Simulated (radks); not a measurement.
All-electron atom: Bi I in [Hg] 6p2 7f1 (not the ground configuration).

Calculated with a radial shooting solver on a logarithmic mesh with Libxc functionals: scalar-relativistic Kohn-Sham, PBEsol, spin-polarised, spherical densities, point nucleus; open shells are filled with parallel spins first (spin-orbit coupling, left out, can overturn this in heavy ions).

Energy parts (eV):
total: -585720.30
kinetic: 664591.76
electron-nucleus: -1463964.22
Hartree: 224228.85
exchange-correlation: -10576.68

Orbitals (lengths in bohr, moments of r in powers of bohr; r(max) is where P^2 peaks):
| orbital | occ. | eigenvalue (eV) | r(max) | <1/r> |
|---|---|---|---|---|
| 1s up | 1 | -90665.14 | 0.009655 | 103.4 |
| 1s down | 1 | -90665.11 | 0.009655 | 103.4 |
| 2s up | 1 | -16296.08 | 0.05619 | 24.28 |
| 2s down | 1 | -16296.07 | 0.05619 | 24.28 |
| 2p up | 3 | -13939.33 | 0.04691 | 21.22 |
| 2p down | 3 | -13939.31 | 0.04691 | 21.22 |
| 3s up | 1 | -3938.938 | 0.1585 | 8.992 |
| 3s down | 1 | -3938.922 | 0.1585 | 8.992 |
| 3p up | 3 | -3265.860 | 0.1589 | 8.108 |
| 3p down | 3 | -3265.841 | 0.1589 | 8.108 |
| 3d up | 5 | -2590.499 | 0.1294 | 7.602 |
| 3d down | 5 | -2590.483 | 0.1294 | 7.602 |
| 4s up | 1 | -909.2588 | 0.3558 | 3.879 |
| 4s down | 1 | -909.2321 | 0.3558 | 3.879 |
| 4p up | 3 | -688.7723 | 0.3760 | 3.479 |
| 4p down | 3 | -688.7433 | 0.3760 | 3.479 |
| 4d up | 5 | -437.0555 | 0.3816 | 3.131 |
| 4d down | 5 | -437.0227 | 0.3816 | 3.131 |
| 4f up | 7 | -159.8202 | 0.3419 | 2.745 |
| 4f down | 7 | -159.7829 | 0.3419 | 2.745 |
| 5s up | 1 | -165.0031 | 0.7701 | 1.647 |
| 5s down | 1 | -164.9292 | 0.7702 | 1.647 |
| 5p up | 3 | -103.0218 | 0.8599 | 1.410 |
| 5p down | 3 | -102.9455 | 0.8600 | 1.411 |
| 5d up | 5 | -34.3106 | 1.034 | 1.062 |
| 5d down | 5 | -34.0567 | 1.033 | 1.069 |
| 6s up | 1 | -21.7831 | 1.865 | 0.6002 |
| 6s down | 1 | -20.5115 | 1.841 | 0.6100 |
| 6p up | 2 | -11.1787 | 2.373 | 0.4525 |
| 7f up | 1 | -0.3070 | 49.73 | 0.03398 |

The highest occupied level is 7f up at -0.307 eV. The density falls to 0.001 e/bohr^3 at r = 4.32 bohr. Summed over all electrons, <r^2> = 2053 bohr^2, which gives a Langevin (diamagnetic) susceptibility term of -1.63e+03 x 10^-6 cm^3/mol.

Empty levels of this run are not shown, since the potential may be unsettled where no density lies.
